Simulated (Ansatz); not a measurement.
Basis sets compared for V2N2 (the lowest singlet isomer of a short search). The state is a singlet with charge 0. Geometry PBE-D4/def2-SVP. Ansatz on 4 threads of Arm Neoverse V1 on a shared host; times are rough, and most runs start from earlier orbitals.

Cartesian coordinates in Å:
```
V 0.409 0.703 0.882
V 0.851 -0.823 -0.190
N -0.321 0.492 -0.833
N -0.939 -0.371 0.141
```

The structure comes from a short search, and lower isomers may exist.

Binding counts from free atoms (V quartet, N quartet) in the same basis, without a counterpoise term.

```json
{"level": "PBE-D4/def2-SVP", "functions": "90", "energy (Eh)": "-1996.5451", "HOMO (eV)": "-3.56", "LUMO (eV)": "-2.50", "binding per atom (eV)": "–", "wall time": "1.1 s"}
{"level": "PBE-D4/def2-TZVP", "functions": "152", "energy (Eh)": "-1996.9341", "HOMO (eV)": "-3.93", "LUMO (eV)": "-2.89", "binding per atom (eV)": "–", "wall time": "1.6 s"}
{"level": "r2SCAN-D4/def2-TZVP", "functions": "152", "energy (Eh)": "-1997.3443", "HOMO (eV)": "-4.11", "LUMO (eV)": "-2.56", "binding per atom (eV)": "–", "wall time": "3.5 s"}
{"level": "PBE0-D4/def2-SVP", "functions": "90", "energy (Eh)": "-1996.4780", "HOMO (eV)": "-4.73", "LUMO (eV)": "-1.52", "binding per atom (eV)": "2.80", "wall time": "1.4 s"}
```

Problem. Estimate the rows for PBE-D4/def2-TZVPD, r2SCAN-D4/def2-TZVPD, PBE0-D4/def2-TZVPD.

Solution. 
```json
{"level": "PBE-D4/def2-TZVPD", "functions": "170", "energy (Eh)": "-1996.9377", "HOMO (eV)": "-4.04", "LUMO (eV)": "-3.00", "binding per atom (eV)": "–", "wall time": "1.8 s"}
{"level": "r2SCAN-D4/def2-TZVPD", "functions": "170", "energy (Eh)": "-1997.3477", "HOMO (eV)": "-4.22", "LUMO (eV)": "-2.66", "binding per atom (eV)": "–", "wall time": "4.4 s"}
{"level": "PBE0-D4/def2-TZVPD", "functions": "170", "energy (Eh)": "-1996.8681", "HOMO (eV)": "-5.04", "LUMO (eV)": "-1.72", "binding per atom (eV)": "–", "wall time": "2.7 s"}
```
